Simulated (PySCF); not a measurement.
Bonds (- single, = double, # triple, : aromatic): C1-C2, C2:C3, C3:C4, C4-C5, C5=O6, C5-F7, C4:C8, C8:C9, C9:C10, C10-Cl11, C10:C2. C1 carries H12, H13, H14; C3 carries H15; C8 carries H16; C9 carries H17.

Level of theory: structure optimised with GFN2-xTB, shieldings: GIAO PBE0/pcSseg-1, in PySCF 2.14.0 with density-fitted response routines (one conformer, no solvent model, no relativistic terms, averaged over atoms made equivalent by symmetry, fast rotation or ring inversion).

Predict the 2D correlation tables (HSQC, COSY, HMBC).

Results:



HSQC (one-bond C–H):
| δH | δC |
| --- | --- |
| 8.47 (H15) | 141.5 (C3) |
| 8.20 (H16) | 136.8 (C8) |
| 7.74 (H17) | 135.5 (C9) |
| 2.57 (H12/H13/H14) | 23.6 (C1) |

COSY cross peaks (H two or three bonds apart, from the bond graph; peaks can be absent where the dihedral angle is near 90°):
| δH | δH |
| --- | --- |
| 8.20 (H16) | 7.74 (H17) |

HMBC (two and three bonds, from the bond graph):
| δH | δC |
| --- | --- |
| 8.47 (H15) | 165.4 (C5), 154.5 (C10), 143.9 (C2), 136.8 (C8), 127.9 (C4), 23.6 (C1) |
| 8.20 (H16) | 165.4 (C5), 154.5 (C10), 141.5 (C3), 135.5 (C9), 127.9 (C4) |
| 7.74 (H17) | 154.5 (C10), 143.9 (C2), 136.8 (C8), 127.9 (C4) |
| 2.57 (H12/H13/H14) | 154.5 (C10), 143.9 (C2), 141.5 (C3) |

References, each an isolated molecule treated in the same way: $^{1}$H (31.72 ppm) and $^{13}$C (186.93 ppm) vs TMS.

Short H···H contacts in this conformer between protons four or more bonds apart (candidates for NOE cross peaks, intensity ∝ r⁻⁶): H12···H15 2.37 Å.

Carbons that carry Cl, above all several Cl atoms, come out too deshielded, partly because spin–orbit coupling is missing. Shifts are as computed. Against solution values, carbons near 30 ppm lie about +3 ppm off and those near 130 ppm about +5 ppm; carbons on Cl a further +6 ppm. Of 1211 compounds with measured shifts, 218 miss one by over three times the rms of a fit or turn the order of signals round; such compounds aren't used in these exercises.
